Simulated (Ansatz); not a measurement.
C₄H₉B, relaxed with RKS PBE0-D4/def2-TZVP in Ansatz from a PBE-D4/def2-SVP geometry. The force threshold is 0.005 eV/Å; the program also tests the step.

Total charge 0; spin multiplicity 1. The bonds changed during the relaxation, so this is another structure than the one it started from.

Start:

```xyz
14

B    -1.085   -0.330   -0.619
C     0.053    0.961   -1.014
C     0.474    0.065    0.017
C     0.346   -1.322   -0.300
C     0.542    0.523    1.451
H    -1.912   -0.162    0.255
H    -1.439   -0.721   -1.712
H     0.363    0.792   -2.055
H    -0.139    2.009   -0.737
H     0.378   -2.046    0.528
H     0.676   -1.702   -1.277
H     0.207   -0.266    2.152
H     1.599    0.765    1.690
H    -0.063    1.434    1.620
```

Question: How much energy does the relaxation release, and in how many steps? (Estimate.)

Answer: The calculation gave: 6.31 kJ/mol, in 6 steps.

Question: Which bonds change most? (Best estimate.)

Answer: The calculation gave: B1–H7 from 1.214 to 1.191 Å; B1–H6 from 1.215 to 1.195 Å; C2–C3 from 1.429 to 1.410 Å; C3–C4 from 1.428 to 1.410 Å.

Question: Give the relaxed structure. (An estimate is asked.)

Answer: The calculation gave: 
```xyz
14

B    -1.082   -0.332   -0.613
C     0.059    0.954   -1.000
C     0.479    0.065    0.010
C     0.354   -1.305   -0.295
C     0.533    0.517    1.435
H    -1.883   -0.165    0.257
H    -1.428   -0.714   -1.687
H     0.341    0.785   -2.031
H    -0.129    1.984   -0.724
H     0.392   -2.013    0.524
H     0.662   -1.683   -1.261
H     0.176   -0.257    2.114
H     1.576    0.735    1.683
H    -0.050    1.426    1.588
```
